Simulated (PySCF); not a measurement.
An unknown gives this computed stick spectrum. Level of theory: TDDFT PBE0/def2-SVPD, vertical, gas phase, core orbitals frozen in the response in PySCF 2.14.0, density-fitted response routines. Geometries: GFN2-xTB, one conformer each.

```json
{"state": "S1", "λ (nm)": "215.6", "f": "0.018"}
{"state": "S2", "λ (nm)": "208.5", "f": "0.043"}
{"state": "S3", "λ (nm)": "196.6", "f": "0.030"}
{"state": "S4", "λ (nm)": "188.0", "f": "0.042"}
{"state": "S5", "λ (nm)": "181.4", "f": "0.0025"}
{"state": "S6", "λ (nm)": "176.7", "f": "0.0059"}
```

Orbital energies (eV): HOMO-3 -9.76, HOMO-2 -9.54, HOMO-1 -7.74, HOMO -6.61, LUMO 0.47, LUMO+1 0.55, LUMO+2 0.85.

Question: Which candidate is it?
A. `C=CCCCS`
B. `CCS[C@@H](C)OC`
C. `O(CC=O)[SiH2]OC`
D. `[C@H](C)([S@](=O)C)CC`

Answer: D. Its S1, at 5.75 eV, is the highest among the candidates; the nearest of the others has S1 at 5.47 eV. S1 is HOMO→LUMO+1 (70%), HOMO→LUMO (19%). Löwdin shares by element: HOMO oxygen 47%, sulfur 30%, carbon 15% or more; LUMO sulfur 37%, hydrogen 16% or more, carbon 14% or more (atoms not listed hold the other 34%). At the same level the other candidates give, for their lowest levels:
- `C=CCCCS`: 227 nm (f 0.008); 204 nm (f 0.018); 200 nm (f 0.039); 182 nm (f 0.014); 179 nm (f 0.013); T1 4.44 eV; HOMO -6.71, LUMO 0.08 eV
- `CO[SiH2]OCC=O`: 291 nm (f 0.000); 191 nm (f 0.007); 183 nm (f 0.011); 175 nm (f 0.006); 171 nm (f 0.010); T1 3.63 eV; HOMO -7.62, LUMO -0.99 eV
- `CCS[C@@H](C)OC`: 230 nm (f 0.001); 205 nm (f 0.040); 195 nm (f 0.006); 188 nm (f 0.010); 182 nm (f 0.003); T1 4.97 eV; HOMO -6.36, LUMO 0.53 eV

Conformer computed: `[CH3:1][CH2:2][C@@H:3]([CH3:4])[S@@:5]([CH3:6])=[O:7]`: C1–C2–C3–C4 175°, C2–C3–S5–C6 167°.
Triplets come from the Tamm–Dancoff approximation.

Without π bonds the low states may be Rydberg-like; a valence basis with one diffuse set may place them up to an eV too high.
